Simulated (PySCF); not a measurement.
Species: C4H2NO2S (charge -1).
Bonds: O1–C2 (double), C2–O3, C2–C4, C4–C5 (aromatic), C5–N6 (aromatic), N6–S7 (aromatic), S7–C8 (aromatic), C4–C8 (aromatic). Hydrogens: H9 on C5; H10 on C8.

Linear response at CAM-B3LYP/def2-SVPD (PySCF, frozen core in the response, non-relativistic). Geometry: PBE0-D3(BJ)/def2-SVP; no solvent, vibrations or thermal averaging. The geometry's basis has no diffuse functions, a weakness for an anion.

Static isotropic polarisability: 83.99 au (12.45 Å³), principal values 53.1, 88.5, 110.4 au.

Q: What is the polarisability at 1064 nm and at the sodium D line?

A: 85.02 au at 1064 nm (+1.2 %), 87.55 au at 589.3 nm (+4.2 %). The rise at 589.3 nm is 3.45 times that at 1064 nm; a pure ω² law gives 3.26. The lowest singlet lies at 281 nm, shorter than both wavelengths.

Q: What is the isotropic C6 coefficient between two such ions, C6 = (3/π)∫α(iω)² dω?

A: 2638 au (Eh·bohr⁶) by a ten-point quadrature over imaginary frequencies, which is 1580 eV·Å⁶ or 152 J·nm⁶/mol.

Q: Which effective excitation energy ω̄ makes London's formula C6 = (3/4)α²ω̄ exact here?

A: ω̄ = 4·C6/(3α²) = 0.499 Eh = 13.6 eV. A one-pole form α(ω) = α/(1 − ω²/ω̄²) fitted to the 1064 nm value gives 10.6 eV.

Q: What three-body coefficient follows from the one-pole estimate C9 = (3/4)·α·C6?

A: 166000 au. This is an estimate from the two numbers above, not a computed integral.

Q: The lowest 6 singlets have (eV, f): 4.41, 0.000; 4.52, 0.000; 5.12, 0.010; 5.46, 0.128; 5.59, 0.000; 5.62, 0.001. What share of the static polarisability do they carry in the sum over states α = Σ f/ω²?

A: 3.49 au, 4.2 % of α; the largest term, 3.17 au, is that of the state at 5.46 eV. Their oscillator strengths add up to 0.14. Higher states carry the rest.

Q: How anisotropic is the static polarisability, by Δα² = ½[(α1 − α2)² + (α2 − α3)² + (α3 − α1)²]?

A: Δα = 50.0 au, or 0.60 of the isotropic value.

Q: How many electrons N does the Slater–Kirkwood formula C6 = (3/4)·√N·α^(3/2) need to give this C6?

A: N = (4·C6/3)²/α³ = 20.9; the species has 66 electrons in all.

Q: What molar refraction at the D line follows from R = (4π/3)·N_A·α′, with α′ the polarisability volume?

A: α′ = 12.97 Å³ gives R = 32.73 cm³/mol, for isolated, non-vibrating species.

Conformer computed: `[O:1]=[C:2]([O-:3])[c:4]1[cH:5][n:6][s:7][cH:8]1`: O1–C2–C4–C5 179°.
